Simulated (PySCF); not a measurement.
C3H3BrO.
SMILES: `O=C/C=C\Br`

Level of theory: EOM-IP-CCSD/aug-cc-pVDZ in PySCF, restricted Hartree–Fock reference, frozen core, non-relativistic, gas phase, PBE0-D3(BJ)/def2-SVP geometry.

Hartree–Fock orbital energies give these Koopmans values (eV): HOMO 10.46, HOMO-1 11.58, HOMO-2 12.49, HOMO-3 13.38, HOMO-4 14.68, HOMO-5 15.22, HOMO-6 17.15, HOMO-7 17.85.

Task: What vertical ionisation energies does EOM-IP-CCSD give?

Result: 
```tsv
leading hole (HF orbital)	Koopmans (eV)	EOM-IP-CCSD (eV)	change (eV)	one-hole share
HOMO-1	11.58	10.01	-1.57	0.94
HOMO	10.46	10.17	-0.29	0.96
HOMO-2	12.49	11.41	-1.08	0.95
HOMO-3	13.38	12.65	-0.73	0.94
HOMO-4	14.68	13.65	-1.03	0.95
HOMO-5	15.22	14.33	-0.89	0.90
HOMO-6	17.15	15.10	-2.05	0.94
HOMO-7	17.85	16.04	-1.81	0.93
```

Task: Does the order of the lines follow the orbital energies?

Result: No: the HOMO-1 hole (10.01 eV) falls below the HOMO hole (10.17 eV). The corrections run from -2.05 to -0.29 eV, with a mean of -1.18 eV over the 8 lines; no line lies above its Koopmans value. Koopmans values leave out both the relaxation of the orbitals and the change in correlation energy.

Task: At what kinetic energies would He II light (40.81 eV) eject these electrons?

Result: 30.80 eV (HOMO-1), 30.64 eV (HOMO), 29.40 eV (HOMO-2), 28.16 eV (HOMO-3), 27.16 eV (HOMO-4), 26.48 eV (HOMO-5), 25.71 eV (HOMO-6), 24.77 eV (HOMO-7).

Task: What total energy has the lowest final state, and which wavelength reaches it?

Result: E(CCSD) + ionisation energy = -2763.35845 + 0.36769 = -2762.99076 Eh, at the geometry of the initial state. The threshold wavelength is 1239.84 eV nm/10.01 eV = 123.9 nm.

One root was sought for each valence orbital with −ε under 21 eV, eight at most, so deeper holes and satellites are missing; no vibrational structure.

Shape of the structure used: `[O:1]=[CH:2]/[CH:3]=[CH:4]\[Br:5]`: O1–C2–C3–C4 180°.

One conformer stands for the species.
